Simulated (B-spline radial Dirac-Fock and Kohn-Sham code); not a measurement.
Relativistic shifts of the levels of Ni¹²⁺

System: Ni¹²⁺ in the configuration [Ne] 3s2 3p4.

Both columns are ΔSCF binding energies of the configuration average from a radial atomic solver: non-relativistic Hartree-Fock with a point nucleus, and Dirac-Fock with a finite nucleus and the Coulomb interaction alone, averaged over the two j levels with weights 2j+1.

```tsv
shell	Hartree-Fock (eV)	Dirac-Fock (eV)	shift (eV)	shift (%)
1s	8651.7	8741.3	+89.58	+1.04
2s	1384.7	1404.2	+19.52	+1.41
3s	428.6	432.8	+4.26	+0.99
3p	385.7	386.9	+1.12	+0.29
```

Relativity binds 1s, 2s, 3s, 3p more strongly, among those listed most of all 2s in relative terms.

Values without a named source are computed, but for edge energies of neutral atoms, which are taken from tables.
